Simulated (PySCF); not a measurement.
Structure problem from calculated spectra and properties.

Formula: C5H15BN2.

| Property | Result |
| --- | --- |
| UV, first state | lowest singlet excitation: 5.02 eV (247 nm, f = 0.001) [TDDFT wB97X-D/def2-SVPD] |
| 13C NMR | chemical shifts (computed TMS as zero) by class: 170.1 (1 C), 71.2 (1 C), 53.5 (2 C), 50.5 (1 C) ppm [GIAO CAM-B3LYP/pcSseg-1] |
| Valence photoelectron | vertical ionisation energy: 9.60 eV [ΔSCF wB97X-D/def2-SVPD] |
| Polarisability | 97.4 au [wB97X-D/def2-SVPD] |
| Rotational structure | rotational constants A, B, C: 4.051, 1.022, 1.009 GHz [PBE0-D3(BJ)/def2-SVP] |
| NMR, other nuclei | isotropic shieldings of nuclei other than C and H, by class: 112 (1 B), -140 (1 N), 203 (1 N) ppm [GIAO CAM-B3LYP/pcSseg-1] |
| XPS | B1s 193.4, C1s 291.6, C1s 291.7, C1s 291.9, C1s 292.0 (×2), N1s 404.8, N1s 406.7 eV [ΔSCF SCAN, pcX-2 on the ionised atom, pcseg-1 elsewhere, spin-free X2C] |

Electronic properties: PySCF, gas phase, density fitting. Levels stand in brackets. Geometry: PBE0-D3(BJ)/def2-SVP, one conformer, isolated molecule. NMR classes are plain means over equivalent atoms (diastereotopic ones count apart unless rotation or inversion swaps them), as if these changed places fast.

Question: What is the compound? Reason from the data.

Answer: Numbering: `[BH3-:1][N+:2]([CH3:3])([CH3:4])[CH2:5]/[CH:6]=[N:7]/[CH3:8]`. 5 carbons fall into 4 classes; from least to most shielded: imine carbon [C6] (170.1 ppm), sp3 carbon bound to nitrogen [C5] (71.2 ppm), N-methyl carbon [C3/C4] (53.5 ppm, 2 C, up to 5.6 ppm apart in this geometry), N-methyl carbon [C8] (50.5 ppm). The other shieldings belong to: 112 ppm, four-coordinate boron [B1]; -140 ppm, imine nitrogen [N7]; 203 ppm, nitrogen bonded to B and 3 C [N2]. The core levels belong to: B1s 193.4 eV, four-coordinate boron [B1]; C1s 291.6 eV, N-methyl carbon [C8]; C1s 291.7 eV, imine carbon [C6]; C1s 291.9 eV, sp3 carbon bound to nitrogen [C5]; C1s 292.0 eV, N-methyl carbon [C3/C4]; N1s 404.8 eV, imine nitrogen [N7]; N1s 406.7 eV, nitrogen bonded to B and 3 C [N2]. One atom of each topological class was ionised and stands for its class. The hole state at 291.7 eV has ⟨S²⟩ = 0.83 against 0.75, so that value is less sure. The first electron is taken from the HOMO, whose largest Löwdin shares are 0.37 on the imine nitrogen, 0.15 on the four-coordinate boron, 0.09 on a B–H hydrogen and 0.08 on the imine carbon. The optimised geometry has point group C1 and is an asymmetric top. Structure: `[N+](C)(C/C=N/C)(C)[BH3-]`. The assignments are read from this structure; whether some other isomer fits the data as well wasn't checked.

Conformer computed: `[BH3-:1][N+:2]([CH3:3])([CH3:4])[CH2:5]/[CH:6]=[N:7]/[CH3:8]`: B1–N2–C5–C6 -59°, N2–C5–C6–N7 -115°.
